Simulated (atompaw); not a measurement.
# LDA (PW92) PAW (atompaw) dataset for Ta (Z = 73), scalar-relativistic all-electron reference.

Input for atompaw 4.2.0.5:

```
Ta 73
LDA-PW scalarrelativistic loggrid 2001 logderivrange -3 5 201
6 6 5 4 0 0
6 0 0.5
6 1 0
5 2 3
0 0 0
c
c
c
c
c
v
c
c
c
c
v
c
c
v
c
2
2.90 2.50 2.10 1.80
y
-0.8
n
y
0.55
n
y
-0.3
n
custom rrkj vanderbiltortho sinc
3 1 ultrasoft
2.90
2.90
2.90
2.60
2.30
2.30
PWSCFOUT
UPFDX 0.0125d0 UPFXMIN -7.d0 UPFZMESH 73.d0
END
```

Command:

```bash
atompaw < Ta.input > Ta.log
```

Output (summary file):

```
Completed calculations for Ta (AE)

 Exchange-correlation type: LDA, Perdew-Wang correlation

 Radial integration grid is logarithmic
 r0 =   9.3554737E-05 h =   6.8294958E-03   n =      2001 rmax =   8.0000000E+01

 Scalar relativistic calculation

 AEatom converged in  34 iterations
   nz     =  73.00
   delta  =       2.067117011205E-15

 All Electron Orbital energies:
  n  l      occupancy      energy
  1  0      2.0000000E+00 -4.9483838E+03
  2  0      2.0000000E+00 -8.5096149E+02
  3  0      2.0000000E+00 -1.9554693E+02
  4  0      2.0000000E+00 -4.0485598E+01
  5  0      2.0000000E+00 -6.2154901E+00
  6  0      5.0000000E-01 -1.1238066E+00
  2  1      6.0000000E+00 -7.4610282E+02
  3  1      6.0000000E+00 -1.6436462E+02
  4  1      6.0000000E+00 -3.0252167E+01
  5  1      6.0000000E+00 -3.7434705E+00
  6  1      0.0000000E+00 -7.1280246E-01
  3  2      1.0000000E+01 -1.2792067E+02
  4  2      1.0000000E+01 -1.7153895E+01
  5  2      3.0000000E+00 -1.0731169E+00
  4  3      1.4000000E+01 -2.6689620E+00

 Total energy
   Total                    :   -31189.55062965933030

 ---
 Completed calculations for Ta (SC)

 Exchange-correlation type: LDA, Perdew-Wang correlation

 Radial integration grid is logarithmic
 r0 =   9.3554737E-05 h =   6.8294958E-03   n =      2001 rmax =   8.0000000E+01

 Scalar relativistic calculation

 SCatom converged in   4 iterations
   nz     =  73.00
   delta  =       7.048628508741E-16

 Valence Electron Orbital energies:
  n  l      occupancy      energy
   6  0      5.0000000E-01 -1.1238066E+00
   6  1      0.0000000E+00 -7.1280246E-01
   5  2      3.0000000E+00 -1.0731169E+00

 Total energy
   Total                    :   -31189.55062965938123
   Valence                  :     -615.88511274820371

 PAW parameters:
       lmax =            2
         rc =    2.9144765273332829
        irc =         1516
   rc_shape =    2.5078758304909070
    rc_vloc =    2.1142323065446451
    rc_core =    1.8068876600909891
   Vloc: Non norm-conserving form with l= 3;e=   1.0000E+00
   Projector type: RRKJ pseudization + Vanderbilt ortho.
   Sinc^2 compensation charge shape zeroed at   2.5079E+00

 Number of basis functions     6
 No.   n  nodes  l      Energy         Cp coeff         Occ
  1    6    5    0   -0.1123807E+01  0.5259269E+03  0.5000000E+00
  2  999    6    0   -0.8000000E+00  0.1279524E+03  0.0000000E+00
  3    6    4    1   -0.7128025E+00  0.1549564E+03  0.0000000E+00
  4  999    5    1    0.5500000E+00  0.1521331E+02  0.0000000E+00
  5    5    2    2   -0.1073117E+01 -0.4642236E+03  0.3000000E+01
  6  999    3    2   -0.3000000E+00 -0.4642076E+02  0.0000000E+00

 Eigenvalues of overlap operator (in the basis of projectors):
    1        1.57604671E-01
    2        2.67938245E-01
    3        4.86395803E-01
    4        5.10757430E+02
    5        2.90892835E+03
    6        1.56365549E+04

 Orbital leakage outside PAW augmentation regions
   orb  is_core?  %out_of_sphere
   1 0    T           0.00
   2 0    T           0.00
   3 0    T           0.00
   4 0    T           0.00
   5 0    T           0.04
   6 0    F          47.64
   2 1    T           0.00
   3 1    T           0.00
   4 1    T           0.00
   5 1    T           0.43
   6 1    F          74.72
   3 2    T           0.00
   4 2    T           0.00
   5 2    F          14.78
   4 3    T           0.03

 Summary of PAW energies
   Total valence energy     :   -615.88511577184556
   Smooth energy            :      0.92053413090912
   One center               :   -616.80564990275468
   Smooth kinetic           :      7.40577830843469
   Vloc energy              :     -0.50526772120059
   Smooth exch-corr         :    -11.15763219566045
   One-center xc            :   -600.03303287383881
```

The run took about 10 s on one core of a shared server CPU.
